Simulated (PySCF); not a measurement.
Unknown compound

Molecular formula: C$_{5}$H$_{12}$O$_{2}$Si. Simulated spectra:

$^{1}$H NMR (600 MHz, computed): δ 6.82 (m, 1H), 5.59 (m, 1H), 4.86 (d, 1H), 3.88 (s, 6H), 1.98 (d, 3H).

$^{13}$C{$^{1}$H} NMR (computed): δ 158.4 (CH), 131.7 (CH), 51.9 (CH3, 2C), 23.7 (CH3).

- σ from GIAO-PBE0/pcSseg-1
- geometry from GFN2-xTB
- code: PySCF 2.14
- averaged over atoms made equivalent by symmetry, fast rotation or ring inversion, no solvent, a single conformation, non-relativistic

δ = σ(ref) − σ, references computed at the same level: $^{1}$H and $^{13}$C against TMS.

Which of these isomers gave the spectra?
A. CC(C)O[Si@H](C)C=O
B. CC(C)CC(=O)O[SiH3]
C. C[C@@H]1OC[C@]1(C)O[SiH3]
D. CC/C=C\CO[SiH2]O
E. C/C=C\[SiH](OC)OC

Answers

E. 

1. The formula gives 1 degree of unsaturation (no ring in the answer).
2. 4 carbon signals for 5 carbons: some carbons are equivalent by symmetry or fast rotation.
3. Carbon types of the structure: 2 × CH, 3 × CH3, leaving 1 H on heteroatoms.
4. δC 158.4, 131.7: alkene CH; an sp2 carbon of a C=C bond.
5. δC 51.9: methyl carbon bonded to O; deshielded by the electronegative neighbour.
6. δC 23.7: allylic methyl carbon; saturated and bonded to C and H only.
7. δH 6.82, 5.59: hydrogen on an alkene CH; olefinic region.
8. δH 1.98: hydrogen on an allylic methyl carbon; allylic position.

The others: CC/C=C\CO[SiH2]O would give 5 carbon signals, not 4; CC(C)O[Si@H](C)C=O would give 5 carbon signals, not 4; CC(C)CC(=O)O[SiH3] would give 4 signals for carbon-bound and other non-exchanging H, not 5; C[C@@H]1OC[C@]1(C)O[SiH3] would give 5 carbon signals, not 4.

Shifts are as computed. Against solution values, carbons near 30 ppm lie about +3 ppm off and those near 130 ppm about +5 ppm. Of 1309 compounds with measured shifts, 239 miss one by over three times the rms of a fit or turn the order of signals round; such compounds aren't used in these exercises. No couplings were computed; multiplicities are counted from neighbouring protons, with m where these are inequivalent, close in shift, in a saturated or five-membered ring or joined by F or P, and br s for small geminal =CH2 splittings.
